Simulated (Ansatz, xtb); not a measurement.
Two isomers of C4H2BrClN2

Structure a is `Clc1nccc(Br)n1`, a singlet and structure b is `Clc1cc(Br)ncn1`, a singlet. Both are isolated molecules in the gas phase, relaxed with PBE0-D3(BJ)/def2-SVP.

Task: Estimate E(b) − E(a) at the level CCSD(T)/def2-SVP + ΔMP2/def2-TZVPP.

Result: CCSD(T)/def2-SVP + ΔMP2/def2-TZVPP gives E(b) − E(a) = −5.03 kJ/mol, favouring structure b, but this leans on the basis-set step: CCSD(T) alone gives −3.64 kJ/mol.

The same difference at several levels:

```csv
level,geometry,E(b) − E(a) (kJ/mol),departure from the last row (kJ/mol),"job, with rough time for the two"
GFN2-xTB,GFN2-xTB,−0.10,+4.94,"optimisation, 0.12 s"
HF/STO-3G,GFN2-xTB,−3.55,+1.49,"single point, 0.88 s"
r2SCAN-D4/def2-SVP,GFN2-xTB,−2.08,+2.95,"single point, 9 s"
PBE0-D3(BJ)/def2-SVP,PBE0-D3(BJ)/def2-SVP,−1.82,+3.21,"optimisation, 53 s"
HF/def2-SVP,PBE0-D3(BJ)/def2-SVP,−2.70,+2.33,part of the CCSD(T) run
MP2/def2-SVP,PBE0-D3(BJ)/def2-SVP,−3.44,+1.60,part of the CCSD(T) run
CCSD(T)/def2-SVP,PBE0-D3(BJ)/def2-SVP,−3.64,+1.39,single point
CCSD(T)/def2-SVP + ΔMP2/def2-TZVPP,PBE0-D3(BJ)/def2-SVP,−5.03,,"single point, 3.2 min"
```

As drawn, both hold the same kinds of bond in the same numbers.

GFN2-xTB, r2SCAN-D4/def2-SVP, PBE0-D3(BJ)/def2-SVP find them nearly level. The largest departure from CCSD(T)/def2-SVP + ΔMP2/def2-TZVPP is that of GFN2-xTB, 4.94 kJ/mol. The last row adds to CCSD(T) the change of the MP2 difference between the two basis sets, here −1.39 kJ/mol.

With thermal terms from frequencies at re-optimised GFN2-xTB minima (ideal gas, soft modes damped towards free rotors, one conformer each, 298.15 K, 1 atm): on the last row, ΔE + ΔZPE = −4.97, ΔH = −4.96, ΔG = −5.02 kJ/mol.

The correlated steps freeze 20 core orbitals; the filled d shell of Br is correlated, in a basis made for valence electrons. Codes used: Ansatz 0.2.0, xtb 6.7.1; the last row on 2 threads of Arm Neoverse V2 on a shared host.
